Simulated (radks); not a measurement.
Initial-state core-level shifts of the chromium ion Cr2+ when its valence configuration changes from [Ar] 3d4. Calculated with a radial shooting solver on a logarithmic mesh with Libxc functionals: Dirac Kohn-Sham, PBEsol, spin-unpolarised, spherical densities, point nucleus; open shells fill j = l - 1/2 first. Shifts are changes of the shell-averaged eigenvalues in eV (positive: less bound).

\begin{tabular}{lrrrr}
valence & 2s & 2p & 3s & 3p \\ \hline
3d3 4s1 & -8.041 & -7.954 & -6.704 & -6.456 \\
3d3 4p1 & -9.200 & -9.109 & -7.889 & -7.628 \\
3d3 4s0.5 4p0.5 & -8.623 & -8.534 & -7.299 & -7.045 \\
3d3.5 4p0.5 & -4.429 & -4.386 & -3.855 & -3.730 \\
3d2 4p2 & -19.683 & -19.487 & -16.360 & -15.804 \\
3d2.5 4p1.5 & -14.289 & -14.148 & -12.065 & -11.660 \\
3d3.5 4s0.5 & -3.844 & -3.802 & -3.249 & -3.130 \\
3d2.5 4s1.5 & -12.577 & -12.443 & -10.337 & -9.953 \\
3d2 4s0.5 4p1.5 & -19.133 & -18.940 & -15.811 & -15.263 \\
\end{tabular}
